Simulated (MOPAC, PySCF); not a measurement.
H3In, SMILES `[InH3]`, neutral singlet in the gas phase. 

Z-matrix (Å, degrees):
```
In
H 1 1.7305
H 1 1.7305 2 119.99
H 1 1.7305 2 120.00 3 -180.00
```
Charge 0, multiplicity 1.

All levels are single points at this geometry (B3LYP-D3(BJ)/def2-TZVP); Pople sets use spherical d functions. Orbital energies aren't observables, and empty levels follow the basis.

SVWN5/6-31G* (LANL2DZ on In) in PySCF gives HOMO (eV) = -7.12.

Estimate the HOMO (eV) from each of these levels: M06-2X/def2-TZVP in PySCF; PBE-D3(BJ)/def2-TZVP in PySCF; M06-2X/6-31G* (LANL2DZ on In) in PySCF; PBE/6-31G* (LANL2DZ on In) in PySCF; AM1 in MOPAC.


```
level                                   HOMO (eV)
--------------------------------------  ---------
M06-2X/def2-TZVP in PySCF                   -9.21
PBE-D3(BJ)/def2-TZVP in PySCF               -6.99
M06-2X/6-31G* (LANL2DZ on In) in PySCF      -9.33
PBE/6-31G* (LANL2DZ on In) in PySCF         -7.16
AM1 in MOPAC                               -10.78
```
